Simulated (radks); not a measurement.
Question: Bi LXXIII, 11 electrons, occupied as [Ne] 3s1. Calculated with a radial shooting solver on a logarithmic mesh with Libxc functionals: Dirac Kohn-Sham, Slater X-alpha with alpha = 0.667, spin-unpolarised, spherical densities, point nucleus. Some entries of the table are withheld. Estimate them.

orbital,occ.,eigenvalue (Ry),<r^2> (bohr^2)
1s1/2,2,(1),0.0003457
2s1/2,2,-1668.227,0.005035
2p1/2,2,(2),0.003520
2p3/2,4,(3),0.004623
3s1/2,1,(4),0.02812

Answer: 
(1) 1s1/2 eigenvalue (Ry): -7152.223
(2) 2p1/2 eigenvalue (Ry): -1629.242
(3) 2p3/2 eigenvalue (Ry): -1453.195
(4) 3s1/2 eigenvalue (Ry): -689.0125
